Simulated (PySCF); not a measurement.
Choosing a molecule for a target property.

Each SMILES stands for a single optimised conformer of the isolated species, non-relativistic unless stated. Electronic properties by PySCF.

Dipoles, sizes and rotational constants follow the conformer. The torsions of the flexible species, by atom-mapped SMILES:
- `[CH2:1]=[C:2]1[SiH2:3][O:4][Si@@:5]1([CH3:6])[CH2:7][Cl:8]`: O4–Si5–C7–Cl8 178°
- `[N:1]#[C:2][CH2:3][C@@H:4]1[CH2:5][CH2:6][SiH2:7]1`: C2–C3–C4–C5 180°
- `[O:1]=[CH:2][O:3][c:4]1[cH:5][s:6][cH:7][n:8]1`: O1–C2–O3–C4 0°, C2–O3–C4–C5 0°
- `[CH2:1]=[N:2][Si@@H:3]([CH3:4])[C:5]#[C:6][CH3:7]`: C1–N2–Si3–C4 123°

The conformers of `C=C1C[SiH2]O[Si@]1(C)Cl` and `N#C[SiH]1CCCC1` aren't listed.

Task: Wanted: static isotropic polarisability above 90 au (wB97X-D/def2-SVPD) and lowest triplet excitation (Tamm–Dancoff) above 4 eV (TDA wB97X-D/def2-SVPD), at GFN2-xTB geometries. Which candidate meets both?
A. `N#CC[C@@H]1CC[SiH2]1`
B. `O=COc1cscn1`
C. `[Si@@H](C)(N=C)C#CC`
D. `C=C1[SiH2]O[Si@@]1(C)CCl`

Result: D. Computed values:
| species | static isotropic polarisability | lowest triplet excitation (Tamm–Dancoff) |
| --- | --- | --- |
| O=COc1cscn1 | 75.2 au | 3.86 eV |
| N#CC[C@@H]1CC[SiH2]1 | 85.0 au | 6.44 eV |
| [Si@@H](C)(N=C)C#CC | 94.5 au | 3.50 eV |
| C=C1[SiH2]O[Si@@]1(C)CCl | 110.6 au | 4.19 eV |

Task: Wanted: HOMO–LUMO gap between 10 eV and 11 eV (wB97X-D/def2-SVPD) and HOMO energy above -9.45 eV (wB97X-D/def2-SVPD), at GFN2-xTB geometries. Which candidate meets both?
A. `N#CC[C@@H]1CC[SiH2]1`
B. `N#C[SiH]1CCCC1`
C. `C=C1C[SiH2]O[Si@]1(C)Cl`
D. `O=COC1=CSC=N1`
E. `C=N[Si@@H](C)C#CC`
F. `C(Cl)[Si@@]1(C)C(=C)[SiH2]O1`

Result: F. Computed values:
```
                     species  HOMO–LUMO gap  HOMO energy
               O=COC1=CSC=N1        9.71 eV     -9.17 eV
           C=N[Si@@H](C)C#CC        9.84 eV     -8.75 eV
C(Cl)[Si@@]1(C)C(=C)[SiH2]O1       10.23 eV     -9.40 eV
     C=C1C[SiH2]O[Si@]1(C)Cl       10.63 eV     -9.51 eV
        N#CC[C@@H]1CC[SiH2]1       11.57 eV    -10.01 eV
              N#C[SiH]1CCCC1       11.74 eV    -10.42 eV
```

Task: Wanted: electronic spatial extent ⟨r²⟩ about the centre of nuclear charge between 1200 bohr² and 1600 bohr² (wB97X-D/def2-SVPD) and dipole moment below 3 D (wB97X-D/def2-SVPD), at GFN2-xTB geometries. Which candidate meets both?
A. `O=COc1cscn1`
B. `C=C1[SiH2]O[Si@@]1(C)CCl`
C. `N#CC[C@@H]1CC[SiH2]1`
D. `[Si@@H](C)(N=C)C#CC`

Result: D. Computed values:
```csv
species,electronic spatial extent ⟨r²⟩ about the centre of nuclear charge,dipole moment
N#CC[C@@H]1CC[SiH2]1,1067 bohr²,4.33 D
O=COc1cscn1,1092 bohr²,1.08 D
[Si@@H](C)(N=C)C#CC,1347 bohr²,0.79 D
C=C1[SiH2]O[Si@@]1(C)CCl,1761 bohr²,1.23 D
```
